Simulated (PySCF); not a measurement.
# Cost of excited-state runs on C6H7OP3

Geometry (Å), atoms numbered from 1 in this order:
```xyz
17

C     2.368   -0.518    1.042
C     0.896   -0.790    0.846
O     0.293   -1.656    1.439
C     0.241    0.126   -0.093
P     0.911    1.711   -0.791
C    -0.666    2.597   -0.604
P    -2.076    1.706   -0.440
C    -1.160    0.088   -0.620
C    -1.981   -1.165   -0.432
P     0.201   -0.005   -1.954
H     2.835   -1.361    1.544
H     2.854   -0.330    0.086
H     2.480    0.370    1.665
H    -0.643    3.675   -0.562
H    -2.312   -1.241    0.603
H    -2.857   -1.144   -1.081
H    -1.391   -2.053   -0.658
```

PySCF with density fitting, on 1 thread of an Arm Neoverse N1, shared host. Command: `OMP_NUM_THREADS=1 python excited_run.py task.json out`

Question: How long does each of these runs take, and how much memory?
- vibronic structure, BHandHLYP/def2-SV(P); Tamm-Dancoff; writes grids
- vibronic structure, BHandHLYP/def2-SV(P); Tamm-Dancoff; 600 K; grid level 3

Answer: 
| run | level | basis functions | wall time | peak memory (GiB) |
| --- | --- | --- | --- | --- |
| vibronic structure | BHandHLYP/def2-SV(P) | 166 | 100 s | 1 |
| vibronic structure | BHandHLYP/def2-SV(P) | 166 | 3.6 min | 1 |

Times from a shared host are rough.
